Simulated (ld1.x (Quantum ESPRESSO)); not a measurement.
# Varying the TM semilocal potential for vanadium

Base potential:

```
Element                 : vanadium
Generator               : ld1.x (Quantum ESPRESSO) 7.5
Type                    : norm-conserving Troullier–Martins (semilocal form)
Functional              : BLYP
Relativity              : scalar-relativistic
Frozen core             : [Ne]
Valence charge          : 13
Reference configuration : 3s2 3p6 3d3 4s2 4p0
Partial waves           : 3s (bound): rc 1.40 bohr; 3p (bound): rc 0.90 bohr; 3d (bound): rc 2.00 bohr
Local potential         : the d channel
Core correction         : none
```

Occupied shells without a wave of their own: 4s. They enter only through the test configuration that unscreens the potential.

Cutoffs, loose and tight: the cutoffs (Ry, on a coarse ladder) from which the occupation-weighted sum of valence levels, in a spherical-Bessel basis at the reference potential, stays within 10 and 1 mRy of its value at 400 Ry. They do not see the model core or the augmentation charge, which bear on the density cutoff. Test errors are all-electron minus pseudo excitation energies from the reference, over the configurations 3s2 3p6 3d3 4s1 4p0; 3s2 3p6 3d3 4s0 4p0; 3s2 3p6 3d2 4s0 4p0; 3s1 3p6 3d3 4s2 4p0; 3s2 3p6 3d1 4s0 4p0; 3s2 3p6 3d4 4s1 4p0; 3s2 3p6 3d3.5 4s1.5 4p0. A dash means not determined; rows that change the core or the reference have their own tests.

In the semilocal form every listed channel keeps its own potential, so the choice of the local channel does not act on these tests. It acts once the file is put into the separable form.

A semilocal file is local in each channel, so a ghost entry of none says nothing of the separable form that plane-wave codes build from it.

```csv
change,outcome,"cutoff, loose","cutoff, tight",bound ghosts,largest test error (meV)
base,"generated, misses its reference levels by 0.45 eV",100 Ry,180 Ry,none,-2937
"type RRKJ, which also changes the form from semilocal to separable; local potential the s channel; rho0 0.02","generated, misses its reference levels by 0.45 eV",160 Ry,200 Ry,none,-2408
wave 3p (bound): rc 0.90 bohr becomes 3p (bound): rc 1.16 bohr,"generated, misses its reference levels by 0.45 eV",80 Ry,110 Ry,none,-2931
wave 3s (bound): rc 1.40 bohr becomes 3s (bound): rc 1.56 bohr,"generated, misses its reference levels by 0.74 eV",100 Ry,180 Ry,none,-5079
local potential the s channel,"generated, misses its reference levels by 0.45 eV",100 Ry,180 Ry,none,-2937
functional LDA (PZ),"generated, misses its reference levels by 0.45 eV",100 Ry,180 Ry,none,-2884
```

**Question.** What comes out with this change to the base: reference 3s2 3p6 3d3 4s1.5 4p0?

**Answer.** outcome: generated, misses its reference levels by 0.51 eV; cutoff, loose: 100 Ry; cutoff, tight: 180 Ry; bound ghosts: none; largest test error (meV): -1760.

**Question.** What comes out with this change to the base: wave 3d (bound): rc 2.00 bohr becomes 3d (bound): rc 1.50 bohr?

**Answer.** outcome: generated, misses its reference levels by 0.45 eV; cutoff, loose: 100 Ry; cutoff, tight: 180 Ry; bound ghosts: none; largest test error (meV): -3306.

**Question.** What comes out with this change to the base: core [Ar], valence charge 5; reference 3d3 4s0 4p0; waves now 4s (bound): rc 2.30 bohr; 3d (bound): rc 1.85 bohr; 4p (bound): rc 2.60 bohr; local potential the p channel; core correction a·sin(br)/r model core inside 1.65 bohr?

**Answer.** outcome: generated; cutoff, loose: 70 Ry; cutoff, tight: 80 Ry; bound ghosts: none; largest test error (meV): -1217.
